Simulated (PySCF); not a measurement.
**Working out the ionisation energy of Sb**

Sb [Kr] 4d10 5s2 5p3 (4S) → Sb⁺ [Kr] 4d10 5s2 5p2 (3P). All numbers are calculated (PySCF 2.14, scalar relativity by spin-free X2C-1e, in x2c-TZVPall (8s6p4d2f, 60 functions)). Frozen: [Kr] 4d10. Energies in hartree (1 hartree = 27.21139 eV):

```
             part    Sb (lower)   Sb⁺ (upper)
              UHF  -6477.952345  -6477.637139
MP2 opposite-spin     -0.042981     -0.036953
    MP2 same-spin     -0.015750     -0.007381
```

Problem. What does Hartree-Fock give?

Solution. (-6477.637139) − (-6477.952345) = 0.315206 hartree = 8.577 eV.

Problem. What do MP2 and SCS-MP2 (6/5 opposite-spin, 1/3 same-spin) give?

Solution. The opposite-spin parts differ by 0.164 eV and the same-spin parts by 0.228 eV. MP2: 8.577 + (0.164) + (0.228) = 8.969 eV. SCS-MP2: 8.577 + 1.2 × (0.164) + (0.228)/3 = 8.850 eV.

Measured between the centres of the two terms (NIST): 9.124 eV, so MP2 (valence) is off by -0.155 eV.

What remains against the reference includes basis incompleteness, the frozen core and correlation beyond second order.
